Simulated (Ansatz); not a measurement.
Si(iPr)H3 (C₃H₁₀Si). Charge 0, multiplicity 1. Geometry PBE0-D4/def2-SVP; atoms count from 1.

Cartesian coordinates in Å:
```
C 0.204 0.397 0.063
C 0.772 -0.348 1.271
C -1.242 0.838 0.293
Si 0.362 -0.635 -1.519
H 0.820 1.300 -0.111
H 1.828 -0.625 1.130
H 0.209 -1.276 1.470
H 0.711 0.271 2.183
H -1.324 1.474 1.191
H -1.642 1.411 -0.557
H -1.904 -0.031 0.449
H 1.785 -1.043 -1.747
H -0.109 0.143 -2.709
H -0.472 -1.875 -1.407
```

Another isomer (singlet) lies 1.02 eV lower at PBE0-D4/def2-TZVP; other spin states weren't run for this one.

Estimate the Mulliken populations from the PBE0/def2-TZVP orbitals of Ansatz.


```tsv
atom	charge (e)
C1	-0.15
C2	-0.38
C3	-0.38
Si4	0.14
H5	0.09
H6	0.13
H7	0.12
H8	0.12
H9	0.12
H10	0.13
H11	0.12
H12	-0.03
H13	-0.03
H14	-0.03
```
Mulliken values depend strongly on the basis.

And the Mayer bond orders between heavy atoms (over 0.3)?

C1–C2 0.99 (1.53 Å); C1–C3 0.99 (1.53 Å); C1–Si4 1.00 (1.90 Å).
